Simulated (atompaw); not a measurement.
What one change does to a pseudopotential (cerium (Ce), PAW (atompaw))

atompaw 4.2.0.5 input, output lines left out:

```
Ce 58
GGA-PBE scalarrelativistic loggrid 2001 logderivrange -5 5 251
6 6 5 4 0 0
6 0 1.75
6 1 0
5 2 1
4 3 1
0 0 0
c
c
c
c
v
v
c
c
c
v
v
c
c
v
c
2
2.80 2.65 2.10 2.30
n
n
y
2.6
n
custom polynom gramschmidtortho sinc
bessel
2.05
2.50
2.40
2.80
2.80
2.80
```

All-electron outer shells of the reference configuration (PBE, scalar-relativistic, ld1.x):

| shell | level (eV) | outermost node (bohr) | outermost maximum (bohr) |
| --- | --- | --- | --- |
| 4d | -111.86 | 0.31 | 0.66 |
| 5s | -41.96 | 0.75 | 1.37 |
| 5p | -24.60 | 0.81 | 1.55 |
| 4f | -6.75 | – | 0.71 |
| 6s | -4.88 | 1.82 | 3.68 |
| 5d | -4.35 | 0.92 | 2.15 |
| 6p | -2.32 | 2.15 | 4.72 |

Change: waves 5s (bound); 6s (bound); 5p (bound); 6p (bound); 5d (bound); 5d channel at 2.6 Ry; augmentation sinc compensation charge, radius 2.65 bohr; PAW radius 2.80 bohr; waves and projectors: bloechl.

Cutoffs: the cutoffs (Ry, on a coarse ladder) from which the occupation-weighted sum of valence levels, in a spherical-Bessel basis at the reference potential, stays within 10 and 1 mRy of its value at 400 Ry; they do not see the model core or the augmentation charge, which bear on the density cutoff.

Q: What does the change do?

A: The potential gets neither clearly harder nor softer (12 Ry and 21 Ry → 15 Ry and 18 Ry); the p channel sets the loose cutoff, while the largest relative change is in d, which becomes harder; the range in which the p phases agree widens (upper end 1.4 → at the end of the scan); neither file shows a bound ghost.

```csv
quantity,base,changed
"cutoff, loose",12 Ry,15 Ry
"cutoff, tight",21 Ry,18 Ry
loose cutoff by channel (10 mRy a level),"s 8 Ry, p 10 Ry, d 8 Ry","s 8 Ry, p 12 Ry, d 10 Ry"
bound ghosts,none,none
s: phases at 2.81 bohr within 0.05 rad from the reference energy up to (Ry; the scan ends near 5),to the end of the scan,4.0
p: phases at 2.81 bohr within 0.05 rad from the reference energy up to (Ry; the scan ends near 5),1.4,to the end of the scan
d: phases at 2.81 bohr within 0.05 rad from the reference energy up to (Ry; the scan ends near 5),to the end of the scan,to the end of the scan
lowest overlap eigenvalue by channel,"s 0.31, p 0.56, d 0.91","s 0.40, p 0.60, d 0.83"
```

 The cutoffs see the waves, projectors and local potential, not the compensation charge or the core.
